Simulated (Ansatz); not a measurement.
C₅H₆, SMILES C#CCC=C.

Geometry: B3LYP-D3(BJ)/def2-SVP. One conformer was computed; it need not be the lowest.

Two levels are set side by side: PBE/def2-SVPD (Ansatz, an electronic-structure program) and PBE0/def2-SVPD (Ansatz). Energy differences of separate SCF runs at the same geometry; the states with an electron removed or added have multiplicity 2 and 2. Differences are taken from unrounded values.

```json
[
 {"quantity": "vertical ionisation energy (eV)", "PBE0": "9.61"},
 {"quantity": "vertical singlet–triplet gap (eV)", "PBE0": "4.28"}
]
```

### Question
What does PBE give, and how far is it from PBE0? (The exact figures need the calculation; the answer reports its results.)

### Answer

```json
[
 {"quantity": "vertical ionisation energy (eV)", "PBE": "9.35", "PBE minus PBE0": "-0.26"},
 {"quantity": "vertical singlet–triplet gap (eV)", "PBE": "4.44", "PBE minus PBE0": "0.17"}
]
```
